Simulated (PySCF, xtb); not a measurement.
C₂H₄BFO₂, SMILES COB(F)C=O. Other conformers were not sampled.

Harmonic wavenumbers (cm⁻¹) from xtb with GFN2-xTB at its own minimum, in rising order: 53, 100, 165, 204, 280, 369, 384, 549, 699, 832, 1034, 1128, 1141, 1199, 1361, 1379, 1430, 1453, 1460, 1742, 2735, 2979, 2987, 3007.

Question: What does ωB97X-D3(BJ)/def2-SVP run with PySCF 2.14.0 give at its own minimum? (Estimate from the structure and the level; the computed values follow.)

Answer: 64, 95, 164, 227, 276, 397, 485, 578, 744, 964, 1104, 1199, 1203, 1302, 1432, 1451, 1489, 1500, 1572, 1851, 2913, 3081, 3176, 3213. Paired by order, the mean absolute difference is 76 cm⁻¹ and the zero-point energies are 41.0 and 43.6 kcal/mol.
